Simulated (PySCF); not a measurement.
**Running PySCF for KSb**

File input.py (PySCF 2.14):

```python
from pyscf import gto, dft

mol = gto.M(
    atom='K 0 0 0; Sb 0 0 3.31',
    basis='sbkjc',
    ecp={'K': 'sbkjc', 'Sb': 'sbkjc'},
    charge=0,
    spin=2,
    symmetry=True,
    verbose=4,
)
mf = dft.UKS(mol, xc='r2scan')
mf.kernel()
mf.mulliken_pop()
mf.dip_moment()
print('orbital energies (hartree):', [e[max(0, n-3):n+3].round(4) for e, n in zip(mf.mo_energy, mol.nelec)])
```

```bash
$ OMP_NUM_THREADS=1 python input.py
```

Output (some set-up lines and the per-cycle HOMO/LUMO lines with their warnings removed):

```
PySCF version 2.14.0

[INPUT] Symbol           X                Y                Z      unit          X                Y                Z       unit  Magmom
[INPUT]  1 K      0.000000000000   0.000000000000   0.000000000000 AA    0.000000000000   0.000000000000   0.000000000000 Bohr   0.0
[INPUT]  2 Sb     0.000000000000   0.000000000000   3.310000000000 AA    0.000000000000   0.000000000000   6.254993472310 Bohr   0.0

nuclear repulsion = 0.799361345800604
point group symmetry = Coov
symmetry origin: [0.         0.         4.55720953]
symmetry axis x: [1. 0. 0.]
symmetry axis y: [0. 1. 0.]
symmetry axis z: [0. 0. 1.]
num. orbitals of irrep A1 = 8
num. orbitals of irrep E1x = 4
num. orbitals of irrep E1y = 4
number of shells = 8
number of NR pGTOs = 36
number of NR cGTOs = 16
basis = sbkjc
ecp = {'K': 'sbkjc', 'Sb': 'sbkjc'}

******** <class 'pyscf.dft.uks_symm.SymAdaptedUKS'> ********
method = SymAdaptedUKS
initial guess = minao
damping factor = 0
level_shift factor = 0
DIIS = <class 'pyscf.scf.diis.CDIIS'>
SCF conv_tol = 1e-09
SCF max_cycles = 50
number electrons alpha = 4  beta = 2
XC functionals = r2scan

grids dens level: 3
Freeze 0 electrons in irreps []
    6 free electrons in irreps A1 E1x E1y
tot grids = 42000
init E= -5.4267782297169

cycle= 1 E= -5.59390203458604  delta_E= -0.167  |g|= 0.0344  |ddm|= 1.34
cycle= 2 E= -5.59301797688105  delta_E= 0.000884  |g|= 0.0487  |ddm|= 0.457
cycle= 3 E= -5.59847845108939  delta_E= -0.00546  |g|= 0.00515  |ddm|= 0.235
cycle= 4 E= -5.59891745298082  delta_E= -0.000439  |g|= 0.00567  |ddm|= 0.109
cycle= 5 E= -5.59910296467219  delta_E= -0.000186  |g|= 0.00157  |ddm|= 0.0809
cycle= 6 E= -5.59911273199  delta_E= -9.77e-06  |g|= 0.000505  |ddm|= 0.0203
cycle= 7 E= -5.59911390459659  delta_E= -1.17e-06  |g|= 6.83e-05  |ddm|= 0.00608
cycle= 8 E= -5.59911394518429  delta_E= -4.06e-08  |g|= 9.24e-06  |ddm|= 0.00155
cycle= 9 E= -5.59911394622711  delta_E= -1.04e-09  |g|= 4.03e-06  |ddm|= 0.000174
cycle= 10 E= -5.59911394627072  delta_E= -4.36e-11  |g|= 3.41e-07  |ddm|= 2.9e-05
Extra cycle  E= -5.599113946272  delta_E= -1.28e-12  |g|= 2.74e-07  |ddm|= 5.87e-06
converged SCF energy = -5.599113946272  <S^2> = 2.0998408  2S+1 = 3.0658381
 ** Mulliken pop       alpha | beta **
pop of  0 K 4s        0.14269 | 0.42571
pop of  0 K 5s       -0.03218 | -0.06484
pop of  0 K 4px       0.01624 | 0.00000
pop of  0 K 4py       0.01624 | 0.00000
pop of  0 K 4pz       0.02595 | 0.01724
pop of  0 K 5px      -0.00249 | 0.00000
pop of  0 K 5py      -0.00249 | 0.00000
pop of  0 K 5pz       0.00218 | 0.00243
pop of  1 Sb 5s        0.85111 | 0.85125
pop of  1 Sb 6s        0.14252 | 0.13014
pop of  1 Sb 5px       0.69211 | 0.00000
pop of  1 Sb 5py       0.69211 | 0.00000
pop of  1 Sb 5pz       0.67715 | 0.45295
pop of  1 Sb 6px       0.29415 | 0.00000
pop of  1 Sb 6py       0.29415 | 0.00000
pop of  1 Sb 6pz       0.19059 | 0.18513
In total             4.00000 | 2.00000
 ** Mulliken atomic charges   ( Nelec_alpha | Nelec_beta ) **
charge of  0K =      0.45334  (     0.16612      0.38053 )
charge of  1Sb =     -0.45334  (     3.83388      1.61947 )
Dipole moment(X, Y, Z, Debye):  0.00000,  0.00000, -9.39864
orbital energies (hartree): [array([-0.1596, -0.1596, -0.1449, -0.0463, -0.0049, -0.0049]), array([-0.3732, -0.114 , -0.0756, -0.0756, -0.0651])]
```

In short: E(SCF) = -5.599114 Eh, 10 cycles, ⟨S²⟩ = 2.100, μz(SCF) = -9.40 D.

It ran on Arm Neoverse V1 (1 thread, shared host) in 2.8 s.

The bond length is a typed value, not an optimised one. No search for the lowest solution was made.
